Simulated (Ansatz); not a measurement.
One change: `[F][Sb]([F])[SiH3]` becomes `[F][Sb]([SiH3])[SiH3]`.

Ansatz, PBE0-D4/def2-TZVP geometries, multiplicity 1. 

Elements past krypton have def2 core potentials.

| property | `[F][Sb]([F])[SiH3]` |
| --- | --- |
| size of the dipole moment (B3LYP/def2-TZVPP) / D | 3.22 |
| size of the dipole moment (PBE/def2-TZVPP) / D | 2.93 |
| LUMO energy (ωB97M-V/def2-TZVPP) / eV | 0.01 |
| HOMO energy (PBE/def2-TZVPP) / eV | -6.31 |
| zero-point energy (PBE0-D4/def2-TZVP) / kJ/mol | 74.0 |
| HOMO–LUMO gap (PBE/def2-TZVPP) / eV | 3.71 |

Q: What does the change do to each property? (Estimate.)

A: The calculation gave: 
```tsv
property	`[F][Sb]([SiH3])[SiH3]`	shift
size of the dipole moment (B3LYP/def2-TZVPP) / D	2.27	-0.95
size of the dipole moment (PBE/def2-TZVPP) / D	2.07	-0.86
LUMO energy (ωB97M-V/def2-TZVPP) / eV	-0.07	-0.08
HOMO energy (PBE/def2-TZVPP) / eV	-6.20	0.11
zero-point energy (PBE0-D4/def2-TZVP) / kJ/mol	133.9	59.9
HOMO–LUMO gap (PBE/def2-TZVPP) / eV	3.49	-0.22
```

With PBE0 the HOMO rises by 0.20 eV and the LUMO falls by 0.08 eV, so the gap narrows by about 0.28 eV. PBE moves the HOMO by 0.11 eV and ωB97M-V by 0.21 eV. The zero-point energy changes by 59.9 kJ/mol with +9 modes. Dipoles are sizes alone; their direction can turn.

B3LYP here is the variant with VWN-RPA as its local correlation; programs differ in this.

Spin–orbit coupling is left out; it splits and shifts lone-pair levels of the heavy atoms by tenths of an eV.
